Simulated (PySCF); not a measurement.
OsO4, SMILES [O]=[Os](=[O])(=[O])=[O], multiplicity 1.

Geometry optimised at B3LYP-D3(BJ)/def2-SVP. The spin state was assumed, not searched. The isomer is the one that the SMILES or the coordinates give; other isomers of the formula were not compared. The def2 effective core potentials stand for the cores of Os; spin–orbit coupling is left out.

Computed with PBE/def2-TZVP in PySCF.

Symmetry labels are those of the subgroup D2 that the program uses (full group Td).

Task: List the valence orbital energies around the gap with their symmetry. (Estimate from the structure and the level; the computed values follow.)

Result: 
```tsv
orbital	symmetry	energy (eV)
HOMO−7	B3	-13.12
HOMO−6	A	-11.07
HOMO−5	B1	-9.59
HOMO−4	B2	-9.59
HOMO−3	B3	-9.59
HOMO−2	B1	-8.94
HOMO−1	B2	-8.94
HOMO	B3	-8.94
LUMO	A	-4.87
LUMO+1	A	-4.87
LUMO+2	B1	-2.77
LUMO+3	B2	-2.77
```
